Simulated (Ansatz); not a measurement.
Reaction (redistribution): `NCB(N)O` + `CB(C)[SeH]` → `NB(O)[SeH]` + `CB(C)CN`

Gas-phase electronic energies from Ansatz, PBE0-D4/def2-TZVP geometries. CCSD(T)/CBS is the MP2 limit (def2-TZVPP, def2-QZVPP) plus CCSD(T) − MP2 in def2-TZVPP, frozen cores. DFT in def2-TZVPP. B3LYP here is the variant with VWN-RPA as its local correlation; programs differ in this. For Se outer-core shells are correlated without core-valence functions, which leaves a few kJ/mol of doubt a bond. Scalar relativity is left out up to krypton. One conformer a species, not always the lowest.

`NCB(N)O`:

```xyz
12

N    -1.739   -0.266    0.241
C    -0.404   -0.727   -0.160
B     0.615    0.493   -0.089
N     2.008    0.322   -0.067
O     0.086    1.753   -0.071
H    -1.803   -0.201    1.249
H    -2.463   -0.905   -0.058
H    -0.461   -1.035   -1.211
H    -0.055   -1.612    0.391
H     2.452   -0.577   -0.064
H     2.643    1.101   -0.070
H    -0.878    1.653   -0.091
```

`CB(C)[SeH]`:

```xyz
11

C    -1.432   -0.289    0.525
B     0.105   -0.090    0.293
C     0.666    0.429   -1.072
Se    1.266   -0.543    1.774
H    -1.707   -0.800    1.449
H    -1.913    0.697    0.534
H    -1.880   -0.827   -0.317
H     0.025    1.207   -1.498
H     0.638   -0.405   -1.786
H     1.693    0.796   -1.044
H     2.540   -0.175    1.143
```

`NB(O)[SeH]`:

```xyz
8

N     0.967   -0.246   -0.061
B    -0.378    0.044    0.219
O    -0.959   -0.124    1.444
Se   -1.618    0.744   -1.150
H     1.609   -0.603    0.626
H     1.377   -0.116   -0.966
H    -0.370   -0.463    2.121
H    -0.628    0.763   -2.233
```

`CB(C)CN`:

Z-matrix (Å, degrees):
```
C
B 1 1.566
H 1 1.095 2 111.1
H 1 1.092 2 114.9 3 125.1
H 1 1.100 2 108.5 3 -115.1
C 2 1.567 1 121.0 3 -135.2
C 2 1.569 1 120.5 3 45.7
H 6 1.096 2 111.3 1 -48.6
H 6 1.098 2 108.3 1 66.3
H 6 1.093 2 115.2 1 -172.9
N 7 1.454 2 116.7 1 -6.5
H 7 1.100 2 106.4 1 -128.4
H 7 1.109 2 105.8 1 122.0
H 11 1.011 7 111.7 2 171.5
H 11 1.011 7 111.0 2 51.9
```

| level | ΔE (kcal/mol) |
| --- | --- |
| r2SCAN-D4 | 11.8 |
| B3LYP-D4 | 11.5 |
| ωB97M-V | 11.3 |
| B3LYP | 11.5 |
| HF/def2-TZVPP | 9.5 |
| MP2/def2-TZVPP | 12.5 |
| HF/def2-QZVPP | 9.3 |
| MP2/def2-QZVPP | 12.2 |

Question: What does CCSD(T)/CBS give? (Best estimate.)

Answer: The calculation gave: +12.0 kcal/mol. The listed levels differ from it by -0.2, -0.5, -0.7, -0.5, -2.5, 0.5, -2.7, 0.2 kcal/mol.

Largest T1 diagnostic among the species: 0.011.

In def2-TZVPP, CCSD(T) changes the Hartree–Fock value by +2.9 kcal/mol (the triples alone add +0.6 kcal/mol) and MP2 by +2.9 kcal/mol.
